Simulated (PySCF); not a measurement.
# Excitation energy of P²⁺ by level of theory

P²⁺ [Ne] 3s2 3p1 (2P) → P²⁺ [Ne] 3s1 3p2, s spin flipped, as a difference of total energies. Calculation: PySCF 2.14, in dyall-acv3z (19s12p6d4f, 113 functions); no relativity, point nucleus. Correlated levels: valence: [Ne] frozen; valence and next inner shell: 1s2 frozen; virtual orbitals above 40 to 60 times the deepest correlated orbital energy dropped. The calculations carry no spin-orbit coupling.

```tsv
method	excitation energy (cm⁻¹)
UHF	91325
LDA	76623
PBE	76563
PBE0	80335
TPSS	78190
M06-2X	81094
MN15	74149
MP2 (valence)	84498
SCS-MP2 (valence)	83935
SCS-MP2 (valence and next inner shell)	83673
```

Question: Estimate what MP2 (valence and next inner shell) gives.

Answer: 84210 cm⁻¹, closest to SCS-MP2 (valence) among the rows shown.

Question: Estimate what r2SCAN gives.

Answer: 79064 cm⁻¹, closest to TPSS among the rows shown.

The upper determinant mixes two multiplicities, so it lies between the two terms.
